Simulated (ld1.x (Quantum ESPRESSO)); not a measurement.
## LDA (PZ) PAW dataset for tellurium, scalar-relativistic all-electron reference.

```json
{
  "Element": "tellurium",
  "Generator": "ld1.x (Quantum ESPRESSO) 7.5",
  "Type": "PAW",
  "Functional": "LDA (PZ)",
  "Relativity": "scalar-relativistic",
  "Frozen core": "[Kr]",
  "Valence charge": "16",
  "Reference configuration": "4d10 5s2 5p3 (charge +1)",
  "Partial waves": "5s (bound): rcut 1.35, rcutus 1.75 bohr; 5s channel at -1.35 Ry: rcut 1.35, rcutus 1.75 bohr; 5p (bound): rcut 1.55, rcutus 2.00 bohr; 5p channel at 1.3 Ry: rcut 1.55, rcutus 2.00 bohr; 4d (bound): rcut 1.20, rcutus 1.30 bohr; 4d channel at -3.05 Ry: rcut 1.20, rcutus 1.30 bohr",
  "Local potential": "all-electron potential smoothed inside 1.85 bohr (lloc = -2)",
  "Core correction": "Bessel-smoothed model core, default radius (core density twice the valence density)",
  "Augmentation charge": "BG, radius 0.95 bohr"
}
```

All-electron outer shells of the reference configuration (LDA (PZ), scalar-relativistic, ld1.x):

| shell | level (eV) | outermost node (bohr) | outermost maximum (bohr) |
| --- | --- | --- | --- |
| 4p | -123.27 | 0.38 | 0.74 |
| 4d | -50.75 | 0.36 | 0.81 |
| 5s | -23.74 | 0.91 | 1.77 |
| 5p | -13.90 | 1.00 | 2.09 |

Results:

```json
{"Cutoffs needed": "90 Ry and 160 Ry (the cutoffs (Ry, on a coarse ladder) from which the occupation-weighted sum of valence levels, in a spherical-Bessel basis at the reference potential, stays within 10 and 1 mRy of its value at 400 Ry)", "Ghost test": "no extra level below or beside the all-electron valence levels (s, p, d, f tested) (spherical-Bessel basis up to 400 Ry, 20 bohr box)", "Largest excitation error": "-14 meV (all-electron minus pseudo) for 4d10 5s2 5p1, out of 7 test configurations", "Lowest eigenvalue of the overlap operator": "0.48 (s channel)"}
```

Generation and tests took about 5.3 s on one core of a shared server CPU.
